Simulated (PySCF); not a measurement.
Compound: C4H3BF2O.
Atom-mapped SMILES: `[F:1][B:2]([F:3])[c:4]1[cH:5][cH:6][cH:7][o:8]1` (hydrogens: H9 on C5; H10 on C6; H11 on C7)

Jobs on this species (11 atoms, 58 electrons) with PySCF (density fitting). Hardware of each: one thread of an Arm Neoverse V1, shared host. Times come from a shared host and carry two figures at best. Peak memory is the resident size of the whole Python process, interpreter and libraries included.

| level and settings | work | basis functions | SCF cycles | wall time | peak memory |
| --- | --- | --- | --- | --- | --- |
| delta-SCF UKS PBE0, pcX-2 on the ionised atom, pcseg-1 elsewhere, spin-free X2C | ΔSCF core ionisation, 7 holes | 158 | ? | ? | ? |
| delta-SCF UKS B3LYP, pcX-2 on the ionised atom, pcseg-1 elsewhere, spin-free X2C | ΔSCF core ionisation, 7 holes | 158 | 120 | 71 s | 0.63 GiB |
| delta-SCF UKS PBE, pcX-2 on the ionised atom, pcseg-1 elsewhere, spin-free X2C | ΔSCF core ionisation, 7 holes | 158 | 127 | 31 s | 0.56 GiB |
| delta-SCF UKS SCAN, def2-TZVP on the ionised atom, pcseg-1 elsewhere, spin-free X2C | ΔSCF core ionisation, 7 holes | 144 | 146 | 57 s | 0.55 GiB |
| PBE0-D3(BJ)/def2-SVP, grid level 1 | geometry optimisation from a GFN2-xTB start shaken at random | 127 | 69 | 64 s | 0.52 GiB |
| delta-SCF UKS SCAN, pcX-2 on the ionised atom, pcseg-1 elsewhere, non-relativistic | ΔSCF core ionisation, 7 holes | 158 | 145 | 60 s | 0.55 GiB |
| delta-SCF UKS SCAN, pcX-2 on the ionised atom, pcseg-1 elsewhere, spin-free X2C | ΔSCF core ionisation, 7 holes | 158 | 145 | 57 s | 0.54 GiB |
| delta-SCF UKS SCAN, pcX-1 on the ionised atom, pcseg-1 elsewhere, spin-free X2C | ΔSCF core ionisation, 7 holes | 137 | 143 | 47 s | 0.55 GiB |

Q: Fill in the missing figures.

A: 
- delta-SCF UKS PBE0, pcX-2 on the ionised atom, pcseg-1 elsewhere, spin-free X2C; ΔSCF core ionisation, 7 holes: 71 s, 0.60 GiB, 119 SCF cycles

Q: What do all jobs in the table cost together?

A: About 7.6 min; the longest takes about 16 % of that, and about 2.3 times as long as the shortest.
